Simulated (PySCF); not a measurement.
In(Me)3 (C₃H₉In), SMILES [CH3][In]([CH3])[CH3].

Coordinates come from a ωB97X-D3(BJ)/def2-SVP optimisation. The isomer is the one that the SMILES or the coordinates give; other isomers of the formula were not compared. The def2 effective core potentials stand for the cores of In; spin–orbit coupling is left out.

These are C-PCM-PBE0/def2-SVP in PySCF 2.14.0 values and carry that method's errors.

The values are the electrostatic part of the solvation free energy, E(continuum) − E(gas) at the gas-phase geometry, in a cavity of scaled van der Waals radii (PySCF's table); cavitation and dispersion terms are not included. A continuum can't describe solvent molecules that bind to the metal. In vacuum the orbital gap is 6.20 eV. The dipole moment in vacuum is 0.05 D.

Computed values in water (ε = 78.36), dimethylsulfoxide (ε = 46.83), dichloromethane (ε = 8.93):
```
solvent                ε  ΔG(elec) (kcal/mol)  dipole (D)  gap (eV)
-----------------  -----  -------------------  ----------  --------
water              78.36                 -2.3        0.08      6.48
dimethylsulfoxide  46.83                 -2.3        0.08      6.48
dichloromethane     8.93                 -2.0        0.07      6.45
```
